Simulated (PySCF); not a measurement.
## Two-component Hartree-Fock for Bi(79+) (bismuth, charge +79)

Start: [He] 2s2. Calculated with PySCF 2.14 in an even-tempered Gaussian basis (16 s from 18 bohr⁻², ratio 2.6; 14 p from 23 bohr⁻², ratio 2.6; 7 d from 24 bohr⁻², ratio 2.8; 4 f from 440 bohr⁻², ratio 2.8): generalised Hartree-Fock with the X2C-1e Hamiltonian and a Gaussian nucleus; spin-orbit coupling (SO) screened by Boettger's factors.

```csv
spinor shell,electrons,"ε, screened SO (eV)",weight of nominal j (screened SO),"rms radius, screened SO (bohr)"
1s1/2,2,-101465.2,1.000,0.0177
2s1/2,2,-25301.8,1.000,0.0689
```

```json
{"quantity": "E (hartree)", "screened SO": "-9475.93810"}
{"quantity": "M_J", "screened SO": "0"}
{"quantity": "⟨J²⟩", "screened SO": "0.000"}
{"quantity": "⟨L²⟩", "screened SO": "0.000"}
{"quantity": "⟨S²⟩", "screened SO": "0.000"}
```

Breit and QED terms are absent; they matter most for the inner s and p1/2 levels.

Densities and radii are taken from the X2C orbitals without a picture-change correction, which distorts them close to the nucleus.
